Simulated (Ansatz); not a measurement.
Reactions of GeH₈N₂OSi (`[NH2][GeH2][SiH](N)O`).

Computed with Ansatz on PBE0-D4/def2-TZVP structures; ΔE is electronic, products minus reactants. CCSD(T)/CBS adds triple-zeta CCSD(T) − MP2 to the extrapolated MP2 energy (def2 sets, frozen cores). This one scheme is used for every species. Functionals use def2-TZVPP. For Ge outer-core shells are correlated without core-valence functions, which leaves a few kJ/mol of doubt a bond. Scalar relativity is left out up to krypton. One conformer a species, not always the lowest.

| reaction | r2SCAN-D4 (eV) | CCSD/CBS(def2) (eV) | B2PLYP (eV) | CCSD(T)/CBS(def2) (eV) |
| --- | --- | --- | --- | --- |
| `[NH2][GeH2][SiH](N)O` + `N[SiH](F)S` → `N[Si@H](F)S[Si@@H](N)O` + `[NH2][GeH3]` | -0.85 | -0.75 | -0.76 | -0.79 |
| `[NH2][GeH2][SiH](N)O` + `N[SiH](O)Cl` → `N[Si@H](Cl)O[Si@@H](N)O` + `[NH2][GeH3]` | -1.33 | -1.38 | -1.36 | -1.35 |
| `[NH2][GeH2][SiH](N)O` + `N[SiH2]S` → `N[SiH2]S[SiH](N)O` + `[NH2][GeH3]` | -0.94 | -0.85 | -0.86 | -0.89 |
| `[NH2][GeH2][SiH](N)O` + H–F → `N[SiH](O)F` + `[NH2][GeH3]` | -1.67 | -1.66 | -1.72 | -1.61 |

Largest T1 diagnostic: 0.012, for `N[Si@H](F)S[Si@@H](N)O`.
